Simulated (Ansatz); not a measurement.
Total energies of Be₇O₈ from Ansatz at PBE0-D4/def2-TZVP, gas phase (1 Eh = 27.2114 eV = 2625.5 kJ/mol). The reference geometry is relaxed at PBE-D4/def2-SVP.

Cartesian coordinates in Å:
```
Be -0.113 1.982 0.152
Be -0.829 -1.695 -1.290
Be 1.656 0.643 -0.830
Be -0.688 0.654 -1.526
Be -1.217 -0.332 0.833
Be 0.546 0.927 2.038
Be 0.969 -1.213 0.719
O 0.571 2.248 1.483
O 2.061 -0.484 -0.012
O 0.614 1.629 -1.273
O 0.048 -0.482 1.831
O -0.751 -0.640 -2.278
O -0.026 -2.326 -0.019
O -1.359 0.932 -0.039
O -1.482 -1.844 0.212
```

| state | geometry | energy (Eh) |
| --- | --- | --- |
| charge 0 singlet | reference | -705.31223 |
| charge 1 doublet | reference | -704.95035 |
| charge -1 doublet | reference | -705.32595 |
| free Be atom (singlet) | – | -14.63549 |
| free O atom (triplet) | – | -75.01860 |

The structure holds 1 bond(s) between oxygen atoms.

(1) Work out the vertical ionisation energy to the doublet.

(2) Work out the vertical electron affinity, to the doublet.

(3) Give the fundamental gap IE − EA, the Mulliken electronegativity (IE + EA)/2 and the hardness (IE − EA)/2.

(4) What is the binding energy per atom against free atoms?

(1) E(charge 1 doublet) − E(charge 0 singlet) = -704.95035 − (-705.31223) = 0.36188 Eh = 9.85 eV. For comparison, −ε of the highest occupied level is 8.00 eV at this level, 1.85 eV less.

(2) E(charge 0 singlet) − E(charge -1 doublet) = -705.31223 − (-705.32595) = 0.01372 Eh = 0.37 eV. The basis lacks diffuse functions, which makes affinities too small.

(3) From the values in Eh: IE − EA = 0.36188 − 0.01372 = 0.34816 Eh = 9.47 eV; (IE + EA)/2 = 5.11 eV; (IE − EA)/2 = 4.74 eV. The HOMO–LUMO gap of the same run is 5.90 eV, 3.57 eV smaller than the fundamental gap.

(4) Atoms: 7 × (-14.63549) + 8 × (-75.01860) = -702.59723 Eh. Binding: -702.59723 − (-705.31223) = 2.71500 Eh = 73.88 eV, or 4.93 eV for each of 15 atoms (no zero-point energy, no counterpoise term).

The restricted singlet is unstable towards broken spin symmetry in Hartree–Fock (as tested in another run); at PBE0-D4/def2-TZVP this wasn't settled. At PBE0-D4/def2-TZVP the highest occupied level of the charge -1 doublet lies above zero (up to 1.08 eV). By energy differences its removal costs 0.37 eV (vertical, to the charge 0 singlet, at PBE0-D4/def2-TZVP); self-interaction error and the lack of diffuse functions both raise the level.  

The structure comes from a short search, and lower isomers may exist.
